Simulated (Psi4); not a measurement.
Complex: NH3 (SMILES N) (first 4 atoms) with N2 (SMILES N#N); geometry from B3LYP-D3(BJ)/def2-TZVP.
(charge 0, multiplicity 1):
```xyz
6

N     -0.07682    -0.11839    -0.35457
H      0.88080     0.15030    -0.54934
H     -0.65972     0.69039    -0.53695
H     -0.13923    -0.31915     0.63667
N     -0.01034    -0.04568     4.35147
N     -0.06876    -0.18401     3.27119
```

Level of theory: SAPT0/jun-cc-pV(D+d)Z (Psi4).

Task: Give the four SAPT terms and the total, and say what mostly holds the pair together.

Result: electrostatics -0.67, exchange 0.93, induction -0.13, dispersion -0.52, total -0.39 kcal/mol; the largest attraction is electrostatics.
